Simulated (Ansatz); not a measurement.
The cluster Ga₂N⁺ (the lowest singlet isomer of a short search) was relaxed with PBE0-D4 (def2-TZVP) in Ansatz in these states: charge +1 quintet, charge +1 triplet. The geometries follow in no particular order.

A:

```xyz
3

Ga    1.033    1.494   -0.636
Ga   -1.036   -1.493    0.635
N     0.002   -0.001    0.001
```

B:

Cartesian coordinates in Å:
```
Ga -1.1807 0.4307 -0.8750
Ga 1.5100 0.2314 0.1073
N -0.3293 -0.6621 0.7677
```

Problem. Judge from the bond lengths which geometry belongs to which state (an estimate).

Solution. A is the charge +1 triplet (Ga2–N3 1.925 Å, Ga1–N3 1.925 Å); B is the charge +1 quintet (Ga2–N3 2.149 Å, Ga1–N3 2.149 Å).

At PBE0-D4/def2-TZVP a triplet lies 2.65 eV below the charge +1 quintet. These are the stationary points nearest to one start from a short search; other shapes may lie lower in each state.
